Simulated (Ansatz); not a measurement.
Input file for Ansatz (an electronic-structure program): R-BLYP/def2-TZVPP on H3NPb (SMILES [NH2][PbH]), a point of a torsion scan. Elements past Kr take the def2 small-core potentials; no spin–orbit coupling.

Ansatz 0.2 input:
```yaml
crystal:
  periodic: [false, false, false]
  atoms:
    - {symbol: N, position_ang: [-0.74277610, 0.12635715, 0.12325431]}
    - {symbol: Pb, position_ang: [1.25568708, -0.53802895, -0.37764020]}
    - {symbol: H, position_ang: [-1.48149608, -0.35733517, 0.60363108]}
    - {symbol: H, position_ang: [-1.20791874, 0.62742227, -0.62363545]}
    - {symbol: H, position_ang: [1.78678978, -0.87491908, 1.35651299]}
basis:
  gaussian:
    orbitals: def2-TZVPP
hamiltonian:
  xc: {name: BLYP}
scf: {lower_state_search: off}
```

What total energy does the run end on?

-249.3956 hartree.
